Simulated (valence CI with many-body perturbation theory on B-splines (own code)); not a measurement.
# E1 line list for Mg⁷⁺

Method: configuration interaction combined with many-body perturbation theory (CI+MBPT): three valence electrons over a frozen Dirac-Fock core [He], radial functions for each j: 11 s, 11 p, 10 d, 8 f, 5 g, 2 h, with the one-electron correlation potential Σ1, the two-electron term Σ2, the three-electron term Σ3, Breit, model QED; selected CI, second order for the rest, scaled by the run's own slope (own B-spline code, finite nucleus).

No measured spectrum was set against this ion. As an estimate, levels hold to about 100 cm⁻¹ or 0.05 % of their energy and the worst to 300 or 400 cm⁻¹, as in measured light ions of charge 2 to 7.

Lines 101 to 150 of 580 in falling wavelength, among levels below 236.13 eV, chosen from the strongest by gf and those to the six lowest levels. Wavelengths and rates use the calculated energies, so an error of 200 cm⁻¹ moves a line at 1908 Å by 0.38 % and its rate by three times that or more. Electric multipoles are in the length gauge, E1 and E2 with the static RPA response of the core. Weak lines are less certain than strong ones. Lines between different terms over intervals too small for the method are left out, as are lines whose strength nearly cancels. Where a level lies close to another of its J and parity, the split of strength between their lines is uncertain.

Names give the largest LS component (configuration and term), which can be under half, so a name can repeat, a term be missing and a line seem to break the LS rules; names also repeat where a configuration has a term twice. Letters in brackets count levels of one name in rising energy.

| λ vac (Å) | Upper | Lower | A (s⁻¹) | log gf | Branch % |
| --- | --- | --- | --- | --- | --- |
| 1908 | 2p2 3p 4D°_3/2 | 2p2 3s 4P_1/2 | 9.47e+07 | -0.68 | 0.2 |
| 1787 | 2p2 3d 4D_7/2 | 2p2 3p 4D°_7/2 | 5.34e+07 | -0.69 | 0.8 |
| 1750 | 2s 2p 3d 2P°_3/2 [b] | 2s 2p 3p 2S_1/2 [b] | 1.20e+08 | -0.66 | 0.0 |
| 1745 | 2p2 3p 4P°_3/2 | 2p2 3s 4P_5/2 | 1.09e+08 | -0.70 | 0.1 |
| 1733 | 2s 2p 3p 4D_5/2 | 2s 2p 3s 4P°_5/2 | 6.25e+07 | -0.77 | 23.3 |
| 1732 | 2s 2p 3d 2D°_5/2 [b] | 2s 2p 3p 2P_3/2 [b] | 1.30e+08 | -0.45 | 0.0 |
| 1722 | 2s 2p 3d 2D°_3/2 [b] | 2s 2p 3p 2P_1/2 [b] | 1.07e+08 | -0.72 | 0.0 |
| 1714 | 2p2 3p 4P°_5/2 | 2p2 3s 4P_5/2 | 2.02e+08 | -0.27 | 0.2 |
| 1707 | 2p2 3p 4P°_1/2 | 2p2 3s 4P_3/2 | 2.35e+08 | -0.69 | 0.3 |
| 1700 | 2s 2p 3p 4D_3/2 | 2s 2p 3s 4P°_3/2 | 1.01e+08 | -0.76 | 0.4 |
| 1694 | 2s 2p 3p 2D_5/2 [a] | 2s 2p 3s 2P°_3/2 [a] | 2.38e+08 | -0.21 | 0.1 |
| 1691 | 2s 2p 3p 2D_3/2 [a] | 2s 2p 3s 2P°_1/2 [a] | 1.93e+08 | -0.48 | 0.1 |
| 1681 | 2s 2p 3p 4D_7/2 | 2s 2p 3s 4P°_5/2 | 2.54e+08 | -0.06 | 94.7 |
| 1675 | 2s 2p 3d 4P°_5/2 | 2s 2p 3p 4S_3/2 | 1.55e+08 | -0.41 | 0.0 |
| 1674 | 2s 2p 3p 4D_5/2 | 2s 2p 3s 4P°_3/2 | 1.88e+08 | -0.32 | 70.1 |
| 1669 | 2s 2p 3p 4D_3/2 | 2s 2p 3s 4P°_1/2 | 1.04e+08 | -0.76 | 0.4 |
| 1667 | 2s2 3d 2D_5/2 | 2s2 3p 2P°_3/2 | 2.16e+08 | -0.27 | 0.1 |
| 1663 | 2p2 3p 4P°_5/2 | 2p2 3s 4P_3/2 | 6.76e+07 | -0.77 | 0.1 |
| 1659 | 2p2 3p 4P°_3/2 | 2p2 3s 4P_1/2 | 1.12e+08 | -0.73 | 0.1 |
| 1655 | 2s 2p 3d 4P°_3/2 | 2s 2p 3p 4S_3/2 | 1.44e+08 | -0.63 | 0.0 |
| 1649 | 2s2 3d 2D_3/2 | 2s2 3p 2P°_1/2 | 1.85e+08 | -0.52 | 0.0 |
| 1623 | 2s 2p 3p 2D_3/2 [b] | 2s 2p 3s 2P°_1/2 [b] | 1.57e+08 | -0.61 | 0.6 |
| 1618 | 2s 2p 3p 2D_5/2 [b] | 2s 2p 3s 2P°_3/2 [b] | 2.29e+08 | -0.27 | 1.0 |
| 1609 | 2p2 3p 2P°_1/2 [c] | 2p2 3s 2S_1/2 | 2.96e+08 | -0.64 | 0.3 |
| 1599 | 2p2 3p 2P°_3/2 [c] | 2p2 3s 2S_1/2 | 3.06e+08 | -0.33 | 0.3 |
| 1579 | 2s 2p 3p 2P_3/2 [b] | 2s 2p 3s 2P°_3/2 [b] | 1.88e+08 | -0.55 | 0.2 |
| 1579 | 2s 2p 3d 4D°_7/2 | 2s 2p 3p 4D_7/2 | 5.76e+07 | -0.76 | 0.0 |
| 1575 | 2p2 3d 4P_5/2 | 2p2 3p 4P°_5/2 | 1.32e+08 | -0.53 | 0.0 |
| 1553 | 2s 2p 3d 2F°_7/2 [a] | 2s 2p 3p 2D_5/2 [a] | 3.22e+08 | -0.03 | 0.1 |
| 1551 | 2s 2p 3d 2F°_5/2 [a] | 2s 2p 3p 2D_3/2 [a] | 3.01e+08 | -0.19 | 0.1 |
| 1549 | 2s2 3p 2P°_1/2 | 2s2 3s 2S_1/2 | 2.97e+08 | -0.67 | 4.2 |
| 1529 | 2s2 3p 2P°_3/2 | 2s2 3s 2S_1/2 | 3.09e+08 | -0.36 | 4.4 |
| 1519 | 2p2 3d 2D_3/2 [a] | 2p2 3p 2P°_1/2 [a] | 1.56e+08 | -0.67 | 0.0 |
| 1514 | 2p2 3d 2D_5/2 [a] | 2p2 3p 2P°_3/2 [a] | 2.15e+08 | -0.35 | 0.1 |
| 1447 | 2p2 3d 2P_3/2 [a] | 2p2 3p 2S°_1/2 | 1.38e+08 | -0.76 | 0.1 |
| 1442 | 2s 2p 3d 2D°_5/2 [a] | 2s 2p 3p 2P_3/2 [a] | 2.20e+08 | -0.38 | 0.1 |
| 1440 | 2s 2p 3p 4S_3/2 | 2s 2p 3s 4P°_5/2 | 1.56e+08 | -0.71 | 13.3 |
| 1434 | 2p2 3p 2D°_5/2 [b] | 2p2 3s 2D_5/2 | 3.30e+08 | -0.21 | 0.3 |
| 1430 | 2p2 3p 2D°_3/2 [b] | 2p2 3s 2D_3/2 | 3.04e+08 | -0.43 | 0.2 |
| 1428 | 2s 2p 3d 2D°_3/2 [a] | 2s 2p 3p 2P_1/2 [a] | 1.85e+08 | -0.65 | 0.1 |
| 1400 | 2s 2p 3p 4S_3/2 | 2s 2p 3s 4P°_3/2 | 1.63e+08 | -0.72 | 13.9 |
| 1291 | 2s 2p 3p 2S_1/2 [a] | 2s 2p 3s 2P°_3/2 [a] | 4.10e+08 | -0.69 | 0.2 |
| 1267 | 2s 2p 3p 4P_3/2 | 2s 2p 3s 4P°_5/2 | 3.50e+08 | -0.47 | 32.9 |
| 1251 | 2s 2p 3p 4P_5/2 | 2s 2p 3s 4P°_5/2 | 4.80e+08 | -0.17 | 26.8 |
| 1249 | 2s 2p 3p 4P_1/2 | 2s 2p 3s 4P°_3/2 | 5.61e+08 | -0.58 | 54.0 |
| 1249 | 2p2 3p 4S°_3/2 | 2p2 3s 4P_5/2 | 4.14e+08 | -0.41 | 0.4 |
| 1221 | 2p2 3p 4S°_3/2 | 2p2 3s 4P_3/2 | 2.62e+08 | -0.63 | 0.3 |
| 1220 | 2s 2p 3p 4P_5/2 | 2s 2p 3s 4P°_3/2 | 1.94e+08 | -0.59 | 10.8 |
| 1219 | 2s 2p 3p 4P_3/2 | 2s 2p 3s 4P°_1/2 | 2.45e+08 | -0.66 | 23.0 |
| 1218 | 2p2 3p 2P°_1/2 [b] | 2p2 3s 2D_3/2 | 6.76e+08 | -0.52 | 1.0 |

(1) How does gf follow from A for the line at 1529 Å?

Answers

(1) gf = 1.4992 × (2J+1)_upper × A / σ², with σ = 65409 cm⁻¹ and 2J+1 = 4: gf = 0.434.
